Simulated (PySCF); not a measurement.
## Adding and removing an electron: SeBr

PBE0; Se x2c-SVPall, Br x2c-SVPall; spin-free X2C with a Gaussian nucleus (PySCF 2.14). Neutral (UKS): doublet (π ↑), Re = 2.274 Å, ωe = 327 cm⁻¹, De = 2.47 eV, HOMO -6.55 eV, LUMO -4.37 eV.

SeBr⁺ (UKS): triplet (π ↑↑), Re = 2.178 Å, ωe = 384 cm⁻¹, De = 3.06 eV to Se⁺ + Br. The energies at the minima are -5034.65529 hartree for SeBr and -5034.32504 for SeBr⁺.

Work out the adiabatic ionisation energy, without and with harmonic zero-point energies (1 hartree = 27.2114 eV, 1 eV = 8065.5 cm⁻¹), and the change of the bond length.

At PBE0: 0.33025 hartree = 8.987 eV between the minima; the zero-point term (384.0 − 327.0)/2 cm⁻¹ = +0.004 eV makes it 8.990 eV. Re changes by -9.6 pm against the neutral. The electron leaves a π orbital, and the shorter bond of the ion fits an antibonding orbital, or a change in how ionic the bond is.

Spin–orbit coupling is left out. For an ion De counts to the pair picked by the measured ionisation energies or electron affinities, which need not be the lowest pair at this level. States were picked by a PBE0 search and need not be the measured ground states.
